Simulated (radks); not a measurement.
Task: The calcium ion Ca5+, 15 electrons, occupied as [Ne] 3s2 3p3. Calculated with a radial shooting solver on a logarithmic mesh with Libxc functionals: scalar-relativistic Kohn-Sham, r2SCAN, spin-unpolarised, spherical densities, finite nucleus; meta-GGA in the generalised Kohn-Sham scheme; Fermi nuclear charge, rms radius 3.4776 fm. Some entries of the table are withheld. Estimate them.

| orbital | occ. | eigenvalue (hartree) | <r^2> (bohr^2) | <r> (bohr) |
|---|---|---|---|---|
| 1s | 2 | -148.9318 | 0.007945 | 0.07684 |
| 2s | 2 | -18.46624 | 0.1551 | (1) |
| 2p | 6 | -15.46788 | 0.1312 | 0.3259 |
| 3s | 2 | -4.33379 | 1.314 | 1.074 |
| 3p | 3 | (2) | 1.453 | 1.122 |
| 3d | 0 | (3) | (4) | 1.190 |
| 4s | 0 | -1.55997 | (5) | 2.452 |

Result: 
(1) 2s <r> (bohr): 0.3620
(2) 3p eigenvalue (hartree): -3.54228
(3) 3d eigenvalue (hartree): -2.36730
(4) 3d <r^2> (bohr^2): 1.675
(5) 4s <r^2> (bohr^2): 6.780
